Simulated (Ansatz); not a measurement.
Species: cyclopentadiene, C5H6 (charge 0, singlet). SMILES: C1C=CCC=1
Structure (B3LYP-D3(BJ)/def2-TZVP (Ansatz, an electronic-structure program) minimum search):
```xyz
11

C     -0.9587     0.7443    -0.1965
C      0.3189     1.1575    -0.1459
C      1.2075    -0.0245     0.1102
C      0.2403    -1.1689     0.1970
C     -1.0077    -0.7043     0.0170
H     -1.8248     1.3680    -0.3667
H      0.6778     2.1685    -0.2663
H      1.7887     0.0918     1.0330
H      1.9409    -0.1676    -0.6925
H      0.5305    -2.1930     0.3766
H     -1.9147    -1.2920     0.0253
```

Parts of the frozen-core correlation energy in aug-cc-pVDZ (Ansatz, hartree). Frozen orbitals: 5; correlated occupied orbitals by spin: 13 and 13; virtual: 151 and 151. Spin-orbit coupling is left out. Non-relativistic. The restricted reference is unstable.

```tsv
term	value
reference (HF)	-192.81490
MP2 opposite-spin	-0.51338
MP2 same-spin	-0.17193
CCSD correlation	-0.72680
(T)	-0.03157
T1 diagnostic	0.011
largest doubles amplitude	0.062
```
